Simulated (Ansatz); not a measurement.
`C[CH](F)[InH2]` + H₂ → `F[CH2][InH2]` + CH₄ at 298.15 K and 1 bar (hydrogenolysis of a C–C bond).

Calculated with Ansatz (gas phase, PBE0-D4/def2-TZVP geometries, no zero-point term in ΔE). CBS: MP2 limit from def2 TZ/QZ plus the TZ coupled-cluster correction, frozen cores. This one scheme is used for every species. def2 core potentials past Kr. For In outer-core shells are correlated without core-valence functions, which leaves a few kJ/mol of doubt a bond.

| species | CCSD(T)/CBS energy (Eh) | H − E (kJ/mol) | S (J/(mol·K)) |
| --- | --- | --- | --- |
| `C[CH](F)[InH2]` | -369.27081 | 199.4 | 351.4 |
| H₂ | -1.17544 | 35.1 | 130.4 |
| `F[CH2][InH2]` | -330.00580 | 121.8 | 314.4 |
| CH₄ | -40.46206 | 127.4 | 186.2 |

H − E and S are ideal-gas, rigid-rotor, harmonic terms from PBE0-D4/def2-TZVP, for one conformer and one mirror image of each species. The MP2-based limit puts H₂ 0.8 mEh under its directly extrapolated value; such offsets cancel only in part. 1 Eh = 2625.50 kJ/mol, R = 8.31446 J/(mol·K).

Problem. By hand: ΔE, ΔH, ΔS and ΔG.

Solution. ΔE = (-330.00580) + (-40.46206) − (-369.27081) − (-1.17544) = -0.02161 Eh = -56.7 kJ/mol. Δ(H − E) = 121.8 + 127.4 − 199.4 − 35.1 = 14.7, so ΔH = -42.0 kJ/mol. ΔS = 314.4 + 186.2 − 351.4 − 130.4 = 18.8 J/(mol·K). ΔG = -42.0 − 298.15 × (18.8)/1000 = -47.6 kJ/mol.

Problem. By hand: the equilibrium constant, and the temperature at which ΔG would vanish if ΔH and ΔS stayed fixed.

Solution. log₁₀ K = −ΔG/(RT ln 10) = 8.3. ΔH and −TΔS have one sign here, so there is no such temperature.

ΔH outweighs TΔS. A doubt of 5 kJ/mol in ΔE shifts log₁₀ K by 0.9 here. Other conformers and mirror images would add mixing entropy, several J/(mol·K) or more a flexible species. Modes under 60 cm⁻¹, often nearly free rotors, make the harmonic entropy too high. These are equilibria of isolated gas molecules and say nothing of rates. Largest T1 diagnostic: 0.013 (customary marks: 0.02 for closed shells, 0.045 for open ones).
